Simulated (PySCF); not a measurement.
# How methods differ on the ionisation energy of Te²⁺

Te²⁺ [Kr] 4d10 5s2 5p2 (3P) → Te³⁺ [Kr] 4d10 5s2 5p1 (2P), as a difference of total energies. All numbers are calculated (PySCF 2.14, scalar relativity by spin-free X2C-1e, in x2c-TZVPPall). Correlated levels: valence and next inner shell: [Ar] 3d10 frozen. The calculations carry no spin-orbit coupling.

```tsv
method	ionisation energy (eV)
UHF	26.928
MP2 (valence and next inner shell)	27.449
SCS-MP2 (valence and next inner shell)	27.321
CCSD (valence and next inner shell)	27.392
CCSD(T) (valence and next inner shell)	27.411
```

Question: How much does correlation contribute at CCSD(T) (valence and next inner shell)?

Answer: 27.411 − (26.928) = 0.483 eV, measured against UHF.

The reference lies between the lowest fine-structure levels, while these numbers refer to the centres of the terms.

Errors of the correlated levels include the incompleteness of this basis and the frozen core.

For comparison: 27.84 ± 0.04 eV (measured; NIST Atomic Spectra Database, ionization energies).
